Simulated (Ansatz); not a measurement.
`O[SiH2]B(F)F` + H₂S → `FB(F)S` + `O[SiH3]` at 298.15 K and 1 bar (cleavage of the B–Si bond).

Computed with Ansatz on PBE0-D4/def2-TZVP structures; ΔE is electronic, products minus reactants. CBS: MP2 limit from def2 TZ/QZ plus the TZ coupled-cluster correction, frozen cores. This one scheme is used for every species. One conformer a species, not always the lowest.

| species | CCSD(T)/CBS energy (Eh) | H − E (kJ/mol) | S (J/(mol·K)) |
| --- | --- | --- | --- |
| `O[SiH2]B(F)F` | -590.59047 | 127.2 | 345.1 |
| H₂S | -398.97279 | 49.9 | 205.7 |
| `FB(F)S` | -622.90532 | 65.1 | 288.1 |
| `O[SiH3]` | -366.69042 | 113.6 | 257.8 |

H − E and S are ideal-gas, rigid-rotor, harmonic terms from PBE0-D4/def2-TZVP, for one conformer and one mirror image of each species. 1 Eh = 2625.50 kJ/mol, R = 8.31446 J/(mol·K).

By hand: ΔE, ΔH, ΔS and ΔG.

ΔE = (-622.90532) + (-366.69042) − (-590.59047) − (-398.97279) = -0.03248 Eh = -85.3 kJ/mol. Δ(H − E) = 65.1 + 113.6 − 127.2 − 49.9 = 1.6, so ΔH = -83.7 kJ/mol. ΔS = 288.1 + 257.8 − 345.1 − 205.7 = -4.9 J/(mol·K). ΔG = -83.7 − 298.15 × (-4.9)/1000 = -82.2 kJ/mol.

By hand: the equilibrium constant, and the temperature at which ΔG would vanish if ΔH and ΔS stayed fixed.

log₁₀ K = −ΔG/(RT ln 10) = 14.4. ΔG = 0 at ΔH/ΔS = 17082 K, far beyond where these terms or the molecules hold.

The number of gas molecules stays the same, so ΔS is small and ΔH decides. A doubt of 5 kJ/mol in ΔE shifts log₁₀ K by 0.9 here. Other conformers and mirror images would add mixing entropy, several J/(mol·K) or more a flexible species. Modes under 60 cm⁻¹, often nearly free rotors, make the harmonic entropy too high. These are equilibria of isolated gas molecules and say nothing of rates. Largest T1 diagnostic: 0.013 (customary marks: 0.02 for closed shells, 0.045 for open ones).
